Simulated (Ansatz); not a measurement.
Compare A (`C=C(S)S[SiH2]F`) with its isomer B (`FCC(=S)[SiH2]S`).

Gas-phase electronic energies from Ansatz, PBE0-D4/def2-TZVP geometries. CCSD(T)/CBS adds triple-zeta CCSD(T) − MP2 to the extrapolated MP2 energy (def2 sets, frozen cores). Functionals use def2-TZVPP. B3LYP here is the variant with VWN-RPA as its local correlation; programs differ in this. One conformer a species, not always the lowest.

Task: Which isomer does CCSD(T)/CBS put lower? Give the gap. (Best estimate.)

Result: Computed: A, by 175.9 kJ/mol.

Task: Give E(B) − E(A) in kJ/mol with PBE0-D4, MP2/def2-TZVPP, CCSD(T)/def2-TZVPP, ωB97M-V, CCSD/def2-TZVPP, B3LYP-D4, HF/def2-TZVPP. (An estimate is asked.)

Result: Ansatz gave: PBE0-D4 165.4, MP2/def2-TZVPP 181.0, CCSD(T)/def2-TZVPP 169.4, ωB97M-V 171.0, CCSD/def2-TZVPP 172.9, B3LYP-D4 171.8, HF/def2-TZVPP 183.4. None reverses the order clearly.

Largest T1 diagnostic: 0.015.

From PBE to PBE0 (25 % exact exchange), in def2-TZVPP and without D4, E(B) − E(A) moves by +6.9 kJ/mol.
